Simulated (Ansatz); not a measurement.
Reaction (formal exchange of groups at a Ga–O bond): `[OH][Ga]([OH])[OH]` + `CCC` → `C[CH](C)[Ga]([OH])[OH]` + H₂O

Computed with Ansatz on PBE0-D4/def2-TZVP structures; ΔE is electronic, products minus reactants. CCSD(T)/CBS is the MP2 limit (def2-TZVPP, def2-QZVPP) plus CCSD(T) − MP2 in def2-TZVPP, frozen cores. This one scheme is used for every species. For Ga outer-core shells are correlated without core-valence functions, which leaves a few kJ/mol of doubt a bond. Scalar relativity is left out up to krypton. One conformer a species, not always the lowest.

```json
{"species": "`[OH][Ga]([OH])[OH]`", "CCSD(T)/def2-TZVPP energy (Eh)": "-2150.77409"}
{"species": "`CCC`", "CCSD(T)/def2-TZVPP energy (Eh)": "-118.91565"}
{"species": "`C[CH](C)[Ga]([OH])[OH]`", "CCSD(T)/def2-TZVPP energy (Eh)": "-2193.32459"}
{"species": "H₂O", "CCSD(T)/def2-TZVPP energy (Eh)": "-76.33701"}
```

Work out ΔE.

ΔE = (-2193.32459) + (-76.33701) − (-2150.77409) − (-118.91565) = 0.02814 Eh = +73.9 kJ/mol. CCSD(T)/CBS gives +64.0 kJ/mol.

Largest T1 diagnostic among the species: 0.014.

The D4 term adds −11.1 kJ/mol with B3LYP and −6.4 kJ/mol with PBE0; it sums over pairs of atoms, weighted by their polarisabilities, and B3LYP, whose exchange is more repulsive, gets the larger term. In def2-TZVPP, CCSD(T) changes the Hartree–Fock value by −28.0 kJ/mol (the triples alone add −3.5 kJ/mol) and MP2 by −28.7 kJ/mol. From PBE to PBE0 (25 % exact exchange), in def2-TZVPP and without D4, ΔE moves by +3.2 kJ/mol.

B3LYP here is the variant with VWN-RPA as its local correlation; programs differ in this.
